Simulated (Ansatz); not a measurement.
Reaction (redistribution): `C[CH2][SbH][SiH3]` + `OBCl` → `C[CH2][SbH][OH]` + `[SiH3]BCl`

Computed with Ansatz on PBE0-D4/def2-TZVP structures; ΔE is electronic, products minus reactants. CCSD(T)/CBS is the MP2 limit (def2-TZVPP, def2-QZVPP) plus CCSD(T) − MP2 in def2-TZVPP, frozen cores. This one scheme is used for every species. DFT in def2-TZVPP. def2 core potentials past Kr. For Sb outer-core shells are correlated without core-valence functions, which leaves a few kJ/mol of doubt a bond. Each species was taken in one conformer, which may not be the lowest.

`C[CH2][SbH][SiH3]`:

```xyz
13

C    -0.081   -2.217   -0.669
C    -0.471   -0.781   -0.368
Sb    1.226    0.576   -0.544
Si    0.042    2.512    0.661
H    -0.948   -2.882   -0.605
H     0.667   -2.587    0.038
H     0.338   -2.321   -1.673
H    -1.221   -0.419   -1.074
H    -0.885   -0.680    0.636
H     1.935    0.066    0.929
H     1.030    3.540    1.085
H    -0.709    2.042    1.858
H    -0.925    3.150   -0.274
```

`OBCl`:

```xyz
5

O     0.537    0.484   -0.777
B    -0.119    0.186    0.352
Cl   -0.757   -1.437    0.633
H     0.617   -0.256   -1.389
H    -0.278    1.023    1.181
```

`C[CH2][SbH][OH]`:

Z-matrix (Å, degrees):
```
C
C 1 1.519
H 1 1.093 2 111.5
H 1 1.094 2 111.2 3 119.8
H 1 1.094 2 112.0 3 -120.5
Sb 2 2.154 1 113.0 3 60.7
H 2 1.092 1 112.1 3 -58.0
H 2 1.092 1 111.4 3 -178.7
O 6 1.978 2 93.3 1 -153.9
H 6 1.721 2 91.9 1 -58.9
H 9 0.960 6 110.4 2 -143.2
```

`[SiH3]BCl`:

```xyz
7

Si    0.165    0.001   -0.851
B    -0.134    0.088    1.141
Cl   -1.269   -0.961    1.938
H    -0.156    1.330   -1.444
H    -0.659   -1.041   -1.517
H     1.606   -0.273   -1.113
H     0.448    0.857    1.847
```

Task: Is it downhill or uphill in electronic energy at CCSD(T)/CBS, and by how much? (An estimate is asked.)

Result: The calculation gave: Uphill: ΔE = +192.2 kJ/mol.

Task: What do these levels give: PBE-D4, r2SCAN-D4, ωB97M-V, PBE, SCS-MP2/def2-TZVPP, HF/def2-QZVPP? (Best estimate.)

Result: Computed: PBE-D4 193.5, r2SCAN-D4 196.6, ωB97M-V 197.7, PBE 191.3, SCS-MP2/def2-TZVPP 195.7, HF/def2-QZVPP 194.3 kJ/mol.

Largest T1 diagnostic among the species: 0.014.

The D4 term adds +3.4 kJ/mol with B3LYP and +2.0 kJ/mol with PBE0; it sums over pairs of atoms, weighted by their polarisabilities, and B3LYP, whose exchange is more repulsive, gets the larger term. From PBE to PBE0 (25 % exact exchange), in def2-TZVPP and without D4, ΔE moves by +7.8 kJ/mol.

B3LYP here is the variant with VWN-RPA as its local correlation; programs differ in this.
